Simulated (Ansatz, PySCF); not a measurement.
Molecule: LiI, net charge 0, singlet state. SMILES: [Li][I]
Geometry: optimised at B3LYP-D3(BJ)/def2-TZVP (Ansatz, a quantum-chemistry and plane-wave program).

Property: vertical triplet-singlet gap, E(triplet) - E(singlet), in eV. Set-up: UHF or UKS for open shells; STO-3G and 3-21G all-electron and non-relativistic; spin-orbit terms left out; valence correlation only (noble-gas shells and the d and f shells of earlier blocks); def2 sets with scalar-relativistic core potentials past Kr; each state is the SCF solution reached for its charge and spin; LANL2DZ with its own core potentials from Na on; six Cartesian d functions in 6-31G* and its kin unless marked 5d. First-principles rows: single points at B3LYP-D3(BJ) geometries (Ansatz). Levels can end on unlike triplets.

```
level                                    program  vertical triplet-singlet gap, E(triplet) - E(singlet) (eV)
---------------------------------------  -------  ----------------------------------------------------------
HF/6-31G* with LANL2DZ past Ar            Ansatz                                                        3.51
PBE/6-31G* with LANL2DZ past Ar           Ansatz                                                        4.11
B3LYP/STO-3G                              Ansatz                                                        3.78
B3LYP/3-21G                               Ansatz                                                        4.04
B3LYP/6-31G* with LANL2DZ past Ar         Ansatz                                                        4.12
M06-2X/6-31G* with LANL2DZ past Ar (5d)    PySCF                                                        4.42
MP2/6-31G* with LANL2DZ past Ar           Ansatz                                                        3.78
B3LYP/def2-TZVPD                          Ansatz                                                        4.10
PBE0/def2-TZVPD                           Ansatz                                                        4.07
```

No value to compare with is used here. The 7 habitual levels span 3.51 (HF/6-31G* with LANL2DZ past Ar) to 4.42 eV (M06-2X/6-31G* with LANL2DZ past Ar (5d)); PBE0/def2-TZVPD gives 4.07.

The levels are drawn from those run, B3LYP/6-31G* more often than the rest, none by its result; left out are runs that failed, that the program found above a lower state of the same kind, or whose <S^2> lies over 0.5 above the pure value.
